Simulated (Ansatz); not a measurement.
`[Cl][AlH][SiH]1CO1` and `[SiH3][SiH]1CO1` differ in one atom or group.

Ansatz, PBE0-D4/def2-TZVP geometries, multiplicity 1. Each molecule was computed in one conformer, which needn't be the lowest.

| property | `[Cl][AlH][SiH]1CO1` |
| --- | --- |
| LUMO energy (PBE0/def2-TZVPP) / eV | -2.46 |
| size of the dipole moment (B3LYP/def2-TZVPP) / D | 2.31 |
| LUMO energy (B3LYP/def2-TZVPP) / eV | -2.63 |
| size of the dipole moment (ωB97M-V/def2-TZVPP) / D | 2.38 |
| LUMO energy (ωB97M-V/def2-TZVPP) / eV | -0.77 |
| HOMO energy (PBE0/def2-TZVPP) / eV | -7.43 |

Problem. What does the change do to each property? (Estimate.)

Solution. Ansatz gave: 
```json
{"property": "LUMO energy (PBE0/def2-TZVPP) / eV", "`[SiH3][SiH]1CO1`": "-0.97", "shift": "1.49"}
{"property": "size of the dipole moment (B3LYP/def2-TZVPP) / D", "`[SiH3][SiH]1CO1`": "1.84", "shift": "-0.47"}
{"property": "LUMO energy (B3LYP/def2-TZVPP) / eV", "`[SiH3][SiH]1CO1`": "-1.15", "shift": "1.48"}
{"property": "size of the dipole moment (ωB97M-V/def2-TZVPP) / D", "`[SiH3][SiH]1CO1`": "1.89", "shift": "-0.49"}
{"property": "LUMO energy (ωB97M-V/def2-TZVPP) / eV", "`[SiH3][SiH]1CO1`": "0.83", "shift": "1.60"}
{"property": "HOMO energy (PBE0/def2-TZVPP) / eV", "`[SiH3][SiH]1CO1`": "-7.52", "shift": "-0.09"}
```

With PBE0 the HOMO falls by 0.09 eV and the LUMO rises by 1.49 eV, so the gap widens by about 1.58 eV. PBE moves the HOMO by -0.05 eV and ωB97M-V by -0.18 eV. The zero-point energy changes by 41.8 kJ/mol with +3 modes. Dipoles are sizes alone; their direction can turn.

B3LYP here is the variant with VWN-RPA as its local correlation; programs differ in this.
